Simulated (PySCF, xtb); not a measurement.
Ge(F)2(SeH)2 (F2GeH2Se2), SMILES [F][Ge]([F])([SeH])[SeH]. One conformer was computed; it need not be the lowest.

Harmonic wavenumbers (cm⁻¹) from GFN2-xTB (xtb 6.7.1) at its own minimum, in rising order: 45, 53, 69, 102, 111, 140, 164, 200, 276, 429, 432, 608, 614, 1981, 1992.

Q: What does B3LYP-D3(BJ)/def2-SVP in PySCF 2.14.0 give at its own minimum? (An estimate is asked for; the answer gives what the named calculation found.)

A: 76, 127, 136, 149, 174, 190, 228, 279, 343, 674, 674, 709, 730, 2409, 2410. Paired by order, the mean absolute difference is 139 cm⁻¹ and the zero-point energies are 10.3 and 13.3 kcal/mol.
